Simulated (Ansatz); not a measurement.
```yaml
crystal:
  periodic: [false, false, false]
  atoms:
    - {symbol: C, position_ang: [0.136909, -2.141803, -0.795465]}
    - {symbol: C, position_ang: [0.049825, -0.747931, -0.262870]}
    - {symbol: N, position_ang: [-0.036954, 0.309338, -1.054542]}
    - {symbol: C, position_ang: [-0.052101, 0.198258, -2.483323]}
    - {symbol: Zn, position_ang: [-0.095839, 1.548607, 0.557571]}
    - {symbol: C, position_ang: [-0.216024, 3.377270, 1.227059]}
    - {symbol: N, position_ang: [0.050203, -0.433938, 1.020995]}
    - {symbol: C, position_ang: [0.132575, -1.406819, 2.071835]}
    - {symbol: H, position_ang: [1.006793, -2.237834, -1.450146]}
    - {symbol: H, position_ang: [-0.744176, -2.365128, -1.402539]}
    - {symbol: H, position_ang: [0.211955, -2.881745, -0.001389]}
    - {symbol: H, position_ang: [-0.135461, 1.194565, -2.918940]}
    - {symbol: H, position_ang: [0.863702, -0.255299, -2.888466]}
    - {symbol: H, position_ang: [-0.901093, -0.390245, -2.859166]}
    - {symbol: H, position_ang: [0.422070, 3.519126, 2.102641]}
    - {symbol: H, position_ang: [0.084650, 4.101351, 0.466450]}
    - {symbol: H, position_ang: [-1.242035, 3.611027, 1.523679]}
    - {symbol: H, position_ang: [0.111835, -0.891145, 3.032725]}
    - {symbol: H, position_ang: [-0.707755, -2.114264, 2.070261]}
    - {symbol: H, position_ang: [1.060933, -1.993373, 2.043658]}
basis:
  gaussian: {orbitals: aug-cc-pVDZ}
hamiltonian: {xc: {name: PBE}}
accuracy: high
```

```sh
$ ansatz run in.yaml --threads 4 --pin off --events-out ev --progress --plain --max-ram 66560MiB --backend cuda --devices 0, --max-vram 37GiB
```

Output, abridged:

```
Functional definition: PBE
6540 factors; integrals over basis functions are off by at most 5.6e-9 eV
mean field evaluation 1: about -56727.6642 eV, gradient 1.3e2 eV
mean field evaluation 2: about -56590.0898 eV, gradient 2.7e2 eV
mean field evaluation 4: about -56763.2661 eV, gradient 2.7e1 eV
mean field evaluation 8: about -56764.8160 eV, gradient 7.3e-1 eV
mean field evaluation 16: about -56764.8116 eV, gradient 7.0e-4 eV
mean field -56764.81157538 eV, -2086.0683488241 hartree, gradient 2.4e-8 eV, S^2 0.000000; 0 other end points of the search recorded, 0 dependent functions left out
reference -56764.81158860 eV, -2086.0683493097 hartree; 43, 43 occupied and 285, 285 virtual orbitals, 6540 factors
Total energy: -56764.81158860 eV, -2086.0683493097 hartree
```

Hardware: 4 threads of an AMD EPYC 7R13 on a shared host and a share of an NVIDIA H100 80 GB. Wall time 16 s, peak host memory 1.6 GiB.
